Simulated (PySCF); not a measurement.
Gas-phase reaction: 2 ZnCH3 + 2 CH3 ⇌ 2 ZnH2 + C4H8 (cyclic)

Computed with PySCF (xtb for GFN2) and rigid-rotor harmonic-oscillator thermochemistry at 1 bar. † marks an energy on the PBE0/def2-TZVP geometry and frequencies; other levels use their own. MP2 freezes the core. 6-31G* has spherical d functions here. Open shells (unrestricted): ZnCH3 (multiplicity 2), CH3 (multiplicity 2); the rest are closed-shell singlets. GFN2 has no spin-polarisation term. B3LYP is the form with VWN-RPA correlation. Zn: all electrons, no relativistic terms. ZnCH3, ZnH2: computed as isolated molecules; such fragments, hydroxides, amides, oligomers or adducts are transient or little studied in the gas. MP2 isn't extrapolated to the basis-set limit; its ΔH°(298 K) is -409.1 kJ in def2-SVP and -400.7 kJ in def2-TZVPP. The harmonic model lacks anharmonicity and excited electronic states, which grow with temperature; levels with a mode under 35 cm⁻¹ are left out.

| level | ΔE electronic, kJ | ΔH°(298 K), kJ | ΔS°(298 K), J/K | ΔG°(1200 K), kJ |
|---|---|---|---|---|
| B3LYP/def2-TZVP† | -340 | -335 | -233 | -49 |
| GFN2-xTB | -862 | -861 | -231 | -579 |
| HF/6-31G* | -167 | -164 | -235 | 124 |
| HF/def2-TZVP† | -179 | -174 | -233 | 112 |
| M06-2X/def2-TZVP† | -352 | -347 | -233 | -61 |
| MP2/def2-SVP† | -414 | -409 | -233 | -123 |
| PBE0/def2-SVP† | -402 | -397 | -233 | -111 |
| PBE0/def2-TZVP | -374 | -369 | -233 | -83 |
| r2SCAN/def2-TZVP† | -344 | -339 | -233 | -53 |
| LDA/def2-TZVP† | -511 | -506 | -233 | -220 |
| ωB97M-V/def2-TZVP† | -415 | -410 | -233 | -124 |
ΔH° is lowest at GFN2-xTB and highest at HF/6-31G*. No reference value is set beside these.
